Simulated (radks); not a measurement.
These are the eigenvalues of the occupied orbitals of an atom or ion with whole-number occupations (eV). All-electron calculation, scalar-relativistic Kohn-Sham, r2SCAN, spin-polarised, spherical densities, finite nucleus; meta-GGA in the generalised Kohn-Sham scheme; Fermi nuclear charge, rms radius of each element as measured or else 0.836 A^(1/3) + 0.57 fm. Program: a radial shooting solver on a logarithmic mesh with Libxc functionals.

| orbital | eigenvalue |
|---|---|
| 1s down | -20928.87 |
| 1s up | -20928.83 |
| 2s up | -3012.261 |
| 2s down | -3011.305 |
| 2p up | -2694.873 |
| 2p down | -2694.185 |
| 3s up | -543.0900 |
| 3s down | -542.8157 |
| 3p up | -437.9984 |
| 3p down | -437.6256 |
| 3d up | -268.5342 |
| 3d down | -267.7815 |
| 4s up | -93.0194 |
| 4s down | -88.8048 |
| 4p up | -64.4461 |
| 4p down | -59.7615 |
| 4d up | -24.1429 |

Which element is it, and in what charge state? The configuration may be excited. Open shells, if any, are filled with parallel spins first.

Answer. Z = 43, technetium, charge +2: Tc2+ in [Kr] 4d5. The list shows which subshells hold electrons but not how many an open one holds; the 1s level, -769.12 hartree, gives Z - s = 39.2 by -(Z - s)^2/2, which with screening and relativity narrows Z to a few neighbours, and the depths of the outer levels then fix element, charge and occupations together.
